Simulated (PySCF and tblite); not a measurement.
Results of a calculation; reference values are marked as such.
5 constitutional isomers of C6H4FN3:

```
isomer                                                           SMILES
     A      [CH3:1][c:2]1[cH:3][n:4][c:5]([F:6])[n:7][c:8]1[C:9]#[N:10]
     B      [CH3:1][c:2]1[n:3][cH:4][n:5][c:6]([C:7]#[N:8])[c:9]1[F:10]
     C    [CH3:1][c:2]1[cH:3][c:4]([F:5])[c:6]([C:7]#[N:8])[n:9][n:10]1
     D  [N:1]#[C:2][C@H:3]([F:4])[CH2:5][CH:6]([C:7]#[N:8])[C:9]#[N:10]
     E   [N:1]#[C:2][C:3]([C:4]#[N:5])([C:6]#[N:7])[CH2:8][CH2:9][F:10]
```

Each isomer is a Boltzmann average at 298.15 K over at most 4 conformers: GFN2-xTB geometries, energies B3LYP/def2-SVP (IEF-PCM, tetrahydrofuran) (D3(BJ) added where defined), GFN2-xTB thermal terms. Programs: PySCF with density fitting and tblite.

Question: Rank the isomers by free energy at 298.15 K.

Answer: 
```csv
isomer,ΔG (kcal/mol),"ΔE, lowest conformer",conformers,largest weight %,rms dipole (D)
A,0.0,0.0,1,100,5.20
B,8.5,8.7,1,100,4.93
C,29.3,29.8,1,100,7.62
D,35.7,38.2,4,57,3.55
E,47.3,50.0,2,96,5.33
```

ΔG is for one enantiomer.

The conformer set may be incomplete (the search or the number kept was capped).
